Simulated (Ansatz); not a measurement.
Al₄Ga₃⁺, relaxed as a singlet with RKS PBE-D4/def2-SVP in Ansatz, starting from the GFN2-xTB geometry. Force threshold 0.02 eV/Å.

The restricted singlet is unstable towards broken spin symmetry at other levels; at PBE-D4/def2-SVP this wasn't settled. Another isomer (singlet) lies 2.17 eV lower at PBE0-D4/def2-TZVP; other spin states weren't run for this one.

Start:

```
atom   x (Å)   y (Å)   z (Å)
 Al1   1.880  -0.299  -1.331
 Al2   1.163   0.478   1.057
 Al3  -0.287  -1.559  -0.454
 Al4  -1.001  -0.783   1.936
 Ga5  -0.694   1.915   2.518
 Ga6  -0.183  -0.832  -3.118
 Ga7  -0.879   1.079  -0.608
```

Estimate the energy that the relaxation releases and the steps that it takes.

0.87 eV, in 14 steps; 39 s on 4 threads of Arm Neoverse V1 on a shared host. No frequencies were taken in this run, so the end may be a saddle point.

Does the start keep its bonding and symmetry?

Bonds lost: Al1–Ga6, Al2–Ga5, Al3–Al4 (atoms count from 1). Bonds formed: Al1–Ga7, Al4–Ga7 (atoms count from 1). Point group C2 at the start, Cs at the end, both within 0.05 Å.

Predict the relaxed structure.


```xyz
7

Al    1.777   -0.519   -0.982
Al    1.531    0.541    1.319
Al   -0.298   -2.055   -1.419
Al   -0.720   -0.244    2.405
Ga   -1.037    2.380    2.073
Ga   -0.479   -0.160   -3.286
Ga   -0.774    0.058   -0.110
```
Bond lengths (bridged metal pairs left out): 6 × Al–Ga 2.53 to 2.76 Å; 3 × Al–Al 2.55 to 2.62 Å.
